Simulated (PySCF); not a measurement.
## How methods differ on the excitation energy of Ca

Ca [Ar] 4s2 (1S) → Ca [Ar] 3d1 4s1 (3D), as a difference of total energies. All numbers are calculated (PySCF 2.14, the spin-free X2C one-electron Hamiltonian (Gaussian nucleus), in x2c-QZVPPall). Correlated levels: valence and next inner shell: [Ne] frozen. The calculations carry no spin-orbit coupling.

| method | excitation energy (eV) |
| --- | --- |
| UHF | 2.258 |
| MP2 (valence and next inner shell) | 2.634 |
| SCS-MP2 (valence and next inner shell) | 2.809 |
| CCSD (valence and next inner shell) | 2.688 |
| CCSD(T) (valence and next inner shell) | 2.734 |

Task: How much does correlation contribute at CCSD(T) (valence and next inner shell)?

Result: 2.734 − (2.258) = 0.476 eV, measured against UHF.

Errors of the correlated levels include the incompleteness of this basis and the frozen core.

For comparison: 2.524 eV (measured; NIST levels, between the centres of gravity of the two terms).
